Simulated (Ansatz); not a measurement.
`N#[C][Al]([F])[F]` and `[F][Al]([F])[Cl]` differ in one atom or group.

Ansatz, PBE0-D4/def2-TZVP geometries, multiplicity 1. 

| property | `N#[C][Al]([F])[F]` |
| --- | --- |
| LUMO energy (B3LYP/def2-TZVPP) / eV | -2.30 |
| LUMO energy (ωB97M-V/def2-TZVPP) / eV | -0.20 |
| HOMO–LUMO gap (ωB97M-V/def2-TZVPP) / eV | 12.67 |
| HOMO energy (B3LYP/def2-TZVPP) / eV | -10.24 |
| HOMO energy (PBE0/def2-TZVPP) / eV | -10.53 |
| HOMO–LUMO gap (B3LYP/def2-TZVPP) / eV | 7.94 |

(1) What does the change do to each property? (Best estimate.)

## Answers

(1) Ansatz gave: 
| property | `[F][Al]([F])[Cl]` | shift |
| --- | --- | --- |
| LUMO energy (B3LYP/def2-TZVPP) / eV | -1.73 | 0.57 |
| LUMO energy (ωB97M-V/def2-TZVPP) / eV | 0.29 | 0.49 |
| HOMO–LUMO gap (ωB97M-V/def2-TZVPP) / eV | 12.54 | -0.13 |
| HOMO energy (B3LYP/def2-TZVPP) / eV | -9.65 | 0.59 |
| HOMO energy (PBE0/def2-TZVPP) / eV | -9.96 | 0.57 |
| HOMO–LUMO gap (B3LYP/def2-TZVPP) / eV | 7.92 | -0.02 |

With PBE0 the HOMO rises by 0.57 eV and the LUMO rises by 0.64 eV, so the gap widens by about 0.07 eV. PBE moves the HOMO by 0.52 eV and ωB97M-V by 0.62 eV. The zero-point energy changes by -17.2 kJ/mol with -3 modes.

B3LYP here is the variant with VWN-RPA as its local correlation; programs differ in this.
